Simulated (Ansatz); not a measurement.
```xyz
12

C    -0.4719   -0.4719   -1.8591
C     0.4719    0.4719   -1.8591
H    -0.8724   -0.8724   -0.9361
H     0.8724    0.8724   -0.9361
H    -0.8705   -0.8705   -2.7833
H     0.8705    0.8705   -2.7833
C    -0.4719    0.4719    1.8591
C     0.4719   -0.4719    1.8591
H    -0.8724    0.8724    0.9361
H     0.8724   -0.8724    0.9361
H    -0.8705    0.8705    2.7833
H     0.8705   -0.8705    2.7833
```

Basis set: pcseg-2 (spherical functions). Charge 0, multiplicity 1.

Computed with Ansatz (development build ahead of 0.2.0); each method stands on the lowest determinant of its kind that the runs found. Restricted functionals stand beside restricted open-shell atoms, which can lie above the unrestricted atoms usual in DFT and then raise those values.

(1) Give the atomization energy at this shape (free ground-state atoms in the same class of orbitals less the molecule, no zero-point energy) of singlet C4H8 by PBE0 (restricted), PBE (restricted).

Results:

(1)

```csv
method,atomization energy
PBE0 (restricted),49.14 eV
PBE (restricted),49.75 eV
```

Caution: no unrestricted run beside it, a lower state can exist; the shape is not the minimum.
